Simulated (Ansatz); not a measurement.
```xyz
10

O    -0.867   -0.641    1.673
Nb    0.154    0.102    0.270
O    -0.610   -0.996   -1.078
O     1.891   -0.614    0.087
O    -0.515    1.505   -0.871
F     0.750    1.549    1.330
H    -1.574   -1.283    1.591
H    -1.074   -0.767   -1.884
H     2.183   -1.249   -0.569
H    -0.338    2.394   -0.549
```

The species carries charge 0 and has multiplicity 1. Nb takes the def2 core potential.

Question: List the ωB97M-V/def2-TZVPP orbital energies in eV (Ansatz 0.2.0). (Best estimate.)

Answer: Ansatz gave: Occupied: -676.67, -526.54, -526.53, -526.35, -526.01, -70.43, -44.94, -44.74, -44.70, -34.30, -30.60, -30.27, -30.20, -29.84, -17.63, -17.16, -16.81, -16.32, -14.80, -14.76, -14.47, -13.65, -13.13, -13.00, -12.71, -12.05, -11.97, -11.84, -11.48. Lowest empty: 0.25, 0.40, 0.82, 1.36, 1.40, 1.73, 1.95, 2.08.
